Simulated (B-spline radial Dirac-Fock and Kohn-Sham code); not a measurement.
# Core-hole lifetimes of Gd⁶⁺

System: gadolinium as Gd⁶⁺, configuration [Kr] 4d10 4f6 5s2 5p4.

Calculated with a radial atomic solver, using independent-particle rates on relativistic LDA orbitals of the hole state (multipoles up to L = 3, Coulomb Auger matrix elements, transition energies from Dirac-Fock).

Partial widths are in eV. Coster-Kronig decay leaves a hole in the same principal shell; its rates are the weakest part of the model, often 1.5 to 2.5 times too large and more for N holes. Holes without an open Auger channel, or with an unreliable SCF state, are not listed.

```tsv
hole	radiative	Auger	Coster-Kronig	total	fluorescence yield	lifetime (fs)
K (1s)	20.4	1.39	0	21.8	0.936	0.0302
L1 (2s)	0.400	1.74	2.34	4.49	0.0891	0.147
L2 (2p1/2)	0.674	2.61	0.633	3.92	0.172	0.168
L3 (2p3/2)	0.622	3.12	0	3.74	0.166	0.176
M1 (3s)	0.0130	0.720	9.40	10.1	0.00128	0.0649
M2 (3p1/2)	0.0135	0.784	6.29	7.09	0.00190	0.0928
M3 (3p3/2)	0.0138	0.873	4.11	4.99	0.00277	0.132
M4 (3d3/2)	0.00696	0.999	0	1.01	0.00692	0.654
M5 (3d5/2)	0.00661	1.02	0	1.03	0.00642	0.639
N1 (4s)	0.000383	0.0732	1.80	1.87	0.000205	0.352
N2 (4p1/2)	0.000779	0.0559	6.20	6.26	0.000124	0.105
N4 (4d3/2)	0.000285	0.0250	1.60	1.62	0.000175	0.405
N5 (4d5/2)	0.000262	0.0137	1.32	1.34	0.000196	0.492
```
